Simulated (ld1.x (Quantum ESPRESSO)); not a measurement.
## Before and after: TM potential for neon (Ne)

| Property | Result |
| --- | --- |
| Element | Ne |
| Generator | ld1.x (Quantum ESPRESSO) 7.5 |
| Type | norm-conserving Troullier–Martins (Kleinman–Bylander form) |
| Functional | LDA (PZ) |
| Relativity | non-relativistic |
| Frozen core | [He] |
| Valence charge | 8 |
| Reference configuration | 2s2 2p4 (charge +2) |
| Partial waves | 2s (bound): rc 0.75 bohr; 2p (bound): rc 1.20 bohr; 3d channel at 0.1 Ry: rc 1.25 bohr |
| Local potential | all-electron potential smoothed inside 0.60 bohr (lloc = -1) |
| Core correction | Bessel-smoothed model core, default radius (core density twice the valence density) |

Change: reference 2s2 2p6.

Cutoffs: the cutoffs (Ry, on a coarse ladder) from which the occupation-weighted sum of valence levels, in a spherical-Bessel basis at the reference potential, stays within 10 and 1 mRy of its value at 400 Ry; they do not see the model core or the augmentation charge, which bear on the density cutoff. Errors are all-electron minus pseudo energies relative to the spin-unpolarised reference configuration.

Question: What does the change do?

Answer: The potential gets neither clearly harder nor softer (180 Ry and 260 Ry → 160 Ry and 260 Ry); the range in which the s phases agree widens (upper end 3.4 → at the end of the scan); the range in which the p phases agree widens (upper end 2.4 → at the end of the scan); neither file shows a bound ghost.

| quantity | base | changed |
| --- | --- | --- |
| cutoff, loose | 180 Ry | 160 Ry |
| cutoff, tight | 260 Ry | 260 Ry |
| bound ghosts | none | none |
| largest error over its own tests, meV | +771 | +1578 |
| s: phases at 1.35 bohr within 0.05 rad from the reference energy up to (Ry; the scan ends near 5) | 3.4 | to the end of the scan |
| p: phases at 1.35 bohr within 0.05 rad from the reference energy up to (Ry; the scan ends near 5) | 2.4 | to the end of the scan |
| d: phases at 1.35 bohr within 0.05 rad from the reference energy up to (Ry; the scan ends near 5) | to the end of the scan | to the end of the scan |
